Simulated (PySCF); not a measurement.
System: sum formula H3SiO3, charge 0, multiplicity 2. It need not be the lowest isomer of its formula. 
Geometry from a B3LYP-D3(BJ)/def2-TZVP (Ansatz) optimisation:
SMILES: [SiH](O)(O)[O]
```xyz
7

Si    -0.0541     0.0028     0.2710
O     -0.7428     1.4707    -0.0628
O     -0.7063    -1.2699    -0.5091
O      1.5332    -0.1201    -0.0733
H     -0.3573     0.0409     1.7283
H     -1.6641    -1.3307    -0.5468
H      2.1066     0.6051     0.1870
```
Charge 0, spin multiplicity 2.

Dispersion corrections to the total energy (kcal/mol) from the dftd3 and dftd4 libraries through PySCF: D3(BJ) without and D4 with the three-body term, each with the damping fitted for the functional named.

| functional | D3(BJ) | D4 |
|---|---|---|
| CAM-B3LYP | -1.93 | -2.22 |
| LC-wPBE | (withheld) | -2.98 |
| revPBE | -6.38 | -8.71 |
| B2GP-PLYP | -1.77 | -1.09 |
| PW6B95 | (withheld) | -2.48 |
| BP86 | -4.02 | -3.50 |
| HF | -22.44 | (withheld) |

Question: Complete the blanks.

Answer: 
- LC-wPBE, D3(BJ): -2.34
- PW6B95, D3(BJ): -1.25
- HF, D4: -10.13
